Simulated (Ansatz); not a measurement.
Consider the formal exchange of groups at a B–N bond: `C=C=NB(C)C` + `C#[C][SnH3]` → `C[B](C)[SnH3]` + `C#CN=C=C`.

Computed with Ansatz on PBE0-D4/def2-TZVP structures; ΔE is electronic, products minus reactants. CBS: MP2 limit from def2 TZ/QZ plus the TZ coupled-cluster correction, frozen cores. DFT in def2-TZVPP. B3LYP here is the variant with VWN-RPA as its local correlation; programs differ in this. Elements past krypton have def2 core potentials. For Sn outer-core shells are correlated without core-valence functions, which leaves a few kJ/mol of doubt a bond. Each species was taken in one conformer, which may not be the lowest.

`C=C=NB(C)C`:

Cartesian coordinates in Å:
```
C -2.272 -1.420 -1.808
C -1.350 -0.844 -1.074
N -0.511 -0.320 -0.406
B 0.471 0.294 0.376
C 0.241 1.770 0.867
C 1.772 -0.512 0.736
H -2.125 -2.426 -2.176
H -3.183 -0.891 -2.049
H -0.778 2.133 0.726
H 0.913 2.438 0.315
H 0.512 1.880 1.922
H 2.666 0.102 0.590
H 1.754 -0.762 1.804
H 1.889 -1.442 0.178
```

`C#[C][SnH3]`:

```xyz
7

C     0.017   -1.959   -0.823
C     0.007   -0.846   -0.355
Sn   -0.010    1.073    0.450
H     0.026   -2.942   -1.235
H    -0.751    0.995    1.979
H     1.602    1.602    0.585
H    -0.892    2.077   -0.601
```

`C[B](C)[SnH3]`:

```xyz
13

C     1.302    1.106   -0.128
B     0.183    0.028   -0.229
C     0.029   -0.870   -1.490
Sn   -1.252   -0.230    1.513
H     0.818    2.040   -0.460
H     2.143    0.939   -0.809
H     1.675    1.310    0.877
H     0.529   -0.481   -2.383
H     0.545   -1.809   -1.228
H    -0.995   -1.164   -1.734
H    -2.444   -1.434    1.248
H    -0.436   -0.656    2.960
H    -2.096    1.221    1.864
```

`C#CN=C=C`:

```xyz
8

C     1.611   -1.900    0.830
C     0.844   -1.236    0.185
N     0.002   -0.603   -0.621
C    -0.562    0.471   -0.488
C    -1.215    1.595   -0.458
H     2.289   -2.466    1.421
H    -0.765    2.498   -0.849
H    -2.204    1.640   -0.021
```

CCSD(T)/CBS gives +205.9 kJ/mol.

(1) Another level gave +216.4 kJ/mol. Which?
A. SCS-MP2/def2-TZVPP
B. PBE-D4/def2-TZVPP
C. ωB97M-V/def2-TZVPP
D. B3LYP-D4/def2-TZVPP

Largest T1 diagnostic among the species: 0.015.

Answers

(1) A. SCS-MP2/def2-TZVPP 216.4, B3LYP-D4 194.8, ωB97M-V 204.0, PBE-D4 178.6 kJ/mol.

In def2-TZVPP, CCSD(T) changes the Hartree–Fock value by −11.6 kJ/mol (the triples alone add −1.5 kJ/mol) and MP2 by −7.8 kJ/mol. From PBE to PBE0 (25 % exact exchange), in def2-TZVPP and without D4, ΔE moves by +8.7 kJ/mol.
